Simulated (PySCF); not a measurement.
CH$_{5}$MgNO (SMILES C[O][Mg][NH2]), singlet, at a GFN2-xTB geometry (such geometries of metal compounds can be far from the true shape); M062X/6-31G, TDA (PySCF).

Input for PySCF:
```python
from pyscf import gto, scf, dft, tdscf

mol = gto.M(
    atom='''
Mg    0.91986293    0.11420625    0.09575925
O    -0.39551637   -0.26933166   -0.92112658
C    -1.71280254   -0.49502796   -1.27611905
H    -2.33890647    0.38407749   -1.07390941
H    -1.75929014   -0.71125236   -2.35152557
H    -2.13157079   -1.35229538   -0.73283989
N     1.06622982    0.58732091    1.92059707
H     0.61890244   -0.12127200    2.49420422
H     0.54984709    1.44384201    2.09650707
''',
    basis='6-31g',
    verbose=4,
)

mf = dft.RKS(mol)
mf.xc = 'm062x'
mf.kernel()
td = mf.TDA()
td.nstates = 5
td.kernel()
td.analyze()
```

Question: What does PySCF print? Leave out banner, timings and long lists.

Answer: 
```
PySCF version 2.14.0

[INPUT] verbose = 4
[INPUT] num. atoms = 9
[INPUT] num. electrons = 38
[INPUT] charge = 0
[INPUT] spin (= nelec alpha-beta = 2S) = 0
[INPUT] symmetry False subgroup None
[INPUT] Mole.unit = angstrom
[INPUT] Symbol           X                Y                Z      unit          X                Y                Z       unit  Magmom
[INPUT]  1 Mg     0.919862930000   0.114206250000   0.095759250000 AA    1.738289009840   0.215818534214   0.180958756394 Bohr   0.0
[INPUT]  2 O     -0.395516370000  -0.269331660000  -0.921126580000 AA   -0.747417617082  -0.508963074074  -1.740676962257 Bohr   0.0
[INPUT]  3 C     -1.712802540000  -0.495027960000  -1.276119050000 AA   -3.236727706059  -0.935467268402  -2.411515506840 Bohr   0.0
[INPUT]  4 H     -2.338906470000   0.384077490000  -1.073909410000 AA   -4.419892659273   0.725801266710  -2.029394667493 Bohr   0.0
[INPUT]  5 H     -1.759290140000  -0.711252360000  -2.351525570000 AA   -3.324576538248  -1.344072165851  -4.443739302212 Bohr   0.0
[INPUT]  6 H     -2.131570790000  -1.352295380000  -0.732839890000 AA   -4.028085008223  -2.555467907715  -1.384866685256 Bohr   0.0
[INPUT]  7 N      1.066229820000   0.587320910000   1.920597070000 AA    2.014882345644   1.109875667130   3.629402457942 Bohr   0.0
[INPUT]  8 H      0.618902440000  -0.121272000000   2.494204220000 AA    1.169556109425  -0.229170866578   4.713362874534 Bohr   0.0
[INPUT]  9 H      0.549847090000   1.443842010000   2.096507070000 AA    1.039060410489   2.728465966042   3.961824180514 Bohr   0.0

nuclear repulsion = 139.012854856884
number of shells = 32
number of NR pGTOs = 132
number of NR cGTOs = 50
basis = 6-31g
ecp = {}

******** <class 'pyscf.dft.rks.RKS'> ********
method = RKS
initial guess = minao
damping factor = 0
level_shift factor = 0
DIIS = <class 'pyscf.scf.diis.CDIIS'>
diis_start_cycle = 1
diis_space = 8
diis_damp = 0
SCF conv_tol = 1e-09
SCF conv_tol_grad = None
SCF max_cycles = 50
direct_scf = True
direct_scf_tol = 1e-13
XC library pyscf.dft.libxc version 7.1.2
    S. Lehtola, C. Steigemann, M. J. T. Oliveira, and M. A. L. Marques,  SoftwareX 7, 1–5 (2018)
XC functionals = m062x
    Y. Zhao and D. G. Truhlar,  Theor. Chem. Acc. 120, 215 (2008)
    Y. Zhao and D. G. Truhlar,  Theor. Chem. Acc. 120, 215 (2008)
radial grids:
    Treutler-Ahlrichs [JCP 102, 346 (1995); DOI:10.1063/1.469408] (M4) radial grids

becke partition: Becke, JCP 88, 2547 (1988); DOI:10.1063/1.454033
pruning grids: <function nwchem_prune>
grids dens level: 3
symmetrized grids: False
atomic radii adjust function: <function treutler_atomic_radii_adjust>
small_rho_cutoff = 0
Set gradient conv threshold to 3.16228e-05
Initial guess from minao.
tot grids = 109728
init E= -371.231256179586
  HOMO = -0.321760665374025  LUMO = -0.115259566517902  gap/eV = 5.61918
cycle= 1 E= -370.863924565795  delta_E= 0.367  |g|= 0.83  |ddm|= 2.58
  HOMO = -0.126161823241635  LUMO = -0.00825859031072618  gap/eV = 3.20831
cycle= 2 E= -370.745643499749  delta_E= 0.118  |g|= 1.15  |ddm|= 1.48
  HOMO = -0.254082913807541  LUMO = -0.0343045664827311  gap/eV = 5.98047
cycle= 3 E= -371.011102261064  delta_E= -0.265  |g|= 0.0745  |ddm|= 0.88
  HOMO = -0.270600898613506  LUMO = -0.0328008337965564  gap/eV = 6.47087
cycle= 4 E= -371.011818289995  delta_E= -0.000716  |g|= 0.053  |ddm|= 0.0955
  HOMO = -0.262190994034289  LUMO = -0.0314336366059154  gap/eV = 6.27923
cycle= 5 E= -371.012469956265  delta_E= -0.000652  |g|= 0.00339  |ddm|= 0.0417
  HOMO = -0.262710182511908  LUMO = -0.0314429296275498  gap/eV = 6.29310
cycle= 6 E= -371.012484887865  delta_E= -1.49e-05  |g|= 0.00187  |ddm|= 0.0124
  HOMO = -0.262730694205514  LUMO = -0.0314945982207233  gap/eV = 6.29225
cycle= 7 E= -371.012487662606  delta_E= -2.77e-06  |g|= 0.00062  |ddm|= 0.00422
  HOMO = -0.262794952197815  LUMO = -0.0315673307206266  gap/eV = 6.29202
cycle= 8 E= -371.012488510715  delta_E= -8.48e-07  |g|= 9.97e-05  |ddm|= 0.00383
  HOMO = -0.262801711219426  LUMO = -0.0315607671139781  gap/eV = 6.29239
cycle= 9 E= -371.01248852991  delta_E= -1.92e-08  |g|= 1.69e-05  |ddm|= 0.000614
  HOMO = -0.262798301708256  LUMO = -0.0315615454281755  gap/eV = 6.29227
cycle= 10 E= -371.012488530272  delta_E= -3.62e-10  |g|= 2.94e-06  |ddm|= 7.44e-05
  HOMO = -0.262798399921243  LUMO = -0.0315610847479155  gap/eV = 6.29229
Extra cycle  E= -371.012488530283  delta_E= -1.05e-11  |g|= 1.69e-06  |ddm|= 1.02e-05
converged SCF energy = -371.012488530283

******** <class 'pyscf.tdscf.rks.TDA'> for <class 'pyscf.dft.rks.RKS'> ********
nstates = 5 singlet
deg_eia_thresh = 1.000e-03
wfnsym = None
conv_tol = 1e-05
eigh lindep = 1e-12
eigh level_shift = 0
eigh max_cycle = 100

Excitation energies (eV)
[3.31081955 4.39573055 4.51210008 5.24167765 5.72862454]

** Singlet excitation energies and oscillator strengths **
Excited State   1:      3.31082 eV    374.48 nm  f=0.0095
      19 -> 20        0.69390
Excited State   2:      4.39573 eV    282.06 nm  f=0.0236
      18 -> 20        0.69193
Excited State   3:      4.51210 eV    274.78 nm  f=0.0401
      17 -> 20        0.68832
Excited State   4:      5.24168 eV    236.54 nm  f=0.0082
      19 -> 21       -0.69889
Excited State   5:      5.72862 eV    216.43 nm  f=0.0621
      16 -> 20        0.17690
      19 -> 22       -0.65214

** Transition electric dipole moments (AU) **
state          X           Y           Z        Dip. S.      Osc.
  1         0.2981      0.0413      0.1626      0.1170      0.0095
  2        -0.0295      0.4517     -0.1175      0.2187      0.0236
  3        -0.5544      0.0273      0.2337      0.3628      0.0401
  4        -0.0226      0.2395     -0.0752      0.0635      0.0082
  5        -0.6484     -0.0636     -0.1346      0.4425      0.0621

** Transition velocity dipole moments (imaginary part, AU) **
state          X           Y           Z        Dip. S.      Osc.
  1         0.0458      0.0217      0.0809      0.0091      0.0500
  2        -0.0059      0.0724     -0.0195      0.0057      0.0234
  3        -0.0744      0.0056      0.0363      0.0069      0.0277
  4        -0.0020      0.0317     -0.0056      0.0010      0.0036
  5        -0.1832     -0.0118     -0.0130      0.0339      0.1072

** Transition magnetic dipole moments (imaginary part, AU) **
state          X           Y           Z
  1        -0.0143     -0.0390      0.0137
  2        -0.1842     -0.0208      0.0142
  3        -0.0061      0.0531     -0.0140
  4         0.2057      0.0197      0.0290
  5        -0.0425      0.7555     -0.2087
```
